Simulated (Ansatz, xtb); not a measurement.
Relative energy of two isomers of C3H12NPSi

We compare a, `CC(C)[Si@H](N)P`, a singlet, with b, `CCCN[SiH2]P`, a singlet. Both are isolated molecules in the gas phase, relaxed with B3LYP/def2-SVP, each in the lowest conformer that the search found.

a (Å):

```csv
atom,x (Å),y (Å),z (Å)
C,-0.1062,1.4557,-1.5494
C,-0.2425,0.5484,-0.3168
C,-1.4852,0.8905,0.5197
N,1.3249,-1.7813,-1.5916
P,-1.8279,-1.8682,-2.1843
Si,-0.1255,-1.3083,-0.7580
H,-0.0646,2.5212,-1.2629
H,-0.9616,1.3362,-2.2366
H,0.8095,1.2307,-2.1207
H,0.6496,0.7093,0.3220
H,-2.4134,0.7670,-0.0639
H,-1.4588,1.9392,0.8640
H,-1.5710,0.2525,1.4152
H,-0.1434,-2.0760,0.5258
H,1.4833,-1.5279,-2.5617
H,2.2008,-1.9030,-1.0930
H,-1.8136,-3.2503,-1.8245
H,-2.8754,-1.5380,-1.2690
```

b (Å):

```xyz
18

C     1.0299   -2.4920   -0.6015
C    -0.2391   -2.1642    0.1843
C    -1.2821   -1.3686   -0.6113
N    -0.7980   -0.0594   -1.0329
P     0.3463    2.4177   -2.7587
Si   -1.1859    0.7448   -2.5217
H     1.5059   -1.5731   -0.9769
H     1.7634   -3.0273    0.0221
H     0.8047   -3.1287   -1.4738
H     0.0219   -1.5922    1.0948
H    -0.7159   -3.0937    0.5428
H    -2.2085   -1.2902   -0.0060
H    -1.5592   -1.9390   -1.5160
H    -0.5049    0.5269   -0.2546
H    -2.5266    1.4202   -2.5828
H    -1.1687   -0.2864   -3.6016
H     1.3186    1.6086   -3.4227
H    -0.2294    2.9093   -3.9714
```

Task: Estimate which is lower in electronic energy at CCSD(T)/def2-SVP + ΔMP2/def2-TZVPP, and by roughly how much.

Result: The CCSD(T)/def2-SVP + ΔMP2/def2-TZVPP calculation puts structure a lower, by 14.7 kcal/mol.

How the difference moves with the method:

| level | geometry | E(b) − E(a) (kcal/mol) | departure from the last row (kcal/mol) | job, with rough time for the two |
| --- | --- | --- | --- | --- |
| B3LYP/def2-SVP | B3LYP/def2-SVP | +9.0 | −5.7 | optimisation, 3.8 min |
| HF/def2-SVP | B3LYP/def2-SVP | +8.4 | −6.3 | part of the CCSD(T) run |
| MP2/def2-SVP | B3LYP/def2-SVP | +12.1 | −2.7 | part of the CCSD(T) run |
| CCSD(T)/def2-SVP | B3LYP/def2-SVP | +10.5 | −4.3 | single point |
| CCSD(T)/def2-SVP + ΔMP2/def2-TZVPP | B3LYP/def2-SVP | +14.7 |  | single point, 2.5 min |

As drawn, b has 1 C–N, 1 Si–H in place of 1 C–Si, 1 N–H.

None of the levels shown reverses the order. The largest departure from CCSD(T)/def2-SVP + ΔMP2/def2-TZVPP is that of HF/def2-SVP, 6.3 kcal/mol. Levels run at GFN2-xTB geometries aren't shown. The last row adds to CCSD(T) the change of the MP2 difference between the two basis sets, here +4.3 kcal/mol, a large step that makes the value less sure.

With thermal terms from frequencies at re-optimised GFN2-xTB minima (ideal gas, soft modes damped towards free rotors, one conformer each, 298.15 K, 1 atm): on the last row, ΔE + ΔZPE = +14.1, ΔH = +13.8, ΔG = +14.0 kcal/mol.

The correlated steps freeze 14 core orbitals. Mirror images aren't counted in ΔG. Programs: Ansatz 0.2.0, xtb 6.7.1; the last row on 2 threads of Intel(R) Xeon(R) Processor @ 2.70GHz on a shared host.
